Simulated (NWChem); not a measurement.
Molecule: C$_{4}$H$_{12}$Ge; SMILES [CH3][Ge]([CH3])([CH3])[CH3]

### Question
Give the equilibrium geometry at B3LYP/6-31G* (spherical d) (NWChem) as a Z-matrix, with the point group.

### Answer
point group Td; any orientation.
```
Ge
C 1 1.9791
H 2 1.0950 1 110.60
H 2 1.0950 3 108.30 1 -121.40
H 2 1.0950 3 108.29 4 -117.23
C 1 1.9791 2 109.50 3 -60.00
H 6 1.0950 1 110.60 2 179.99
H 6 1.0950 7 108.30 1 -121.38
H 6 1.0950 7 108.29 8 -117.23
C 1 1.9792 2 109.45 3 59.99
H 10 1.0950 1 110.62 2 -179.99
H 10 1.0950 11 108.30 1 121.37
H 10 1.0950 11 108.30 12 117.24
C 1 1.9792 2 109.50 3 179.98
H 14 1.0950 1 110.64 2 60.02
H 14 1.0950 15 108.30 1 121.39
H 14 1.0950 15 108.29 16 117.22
```
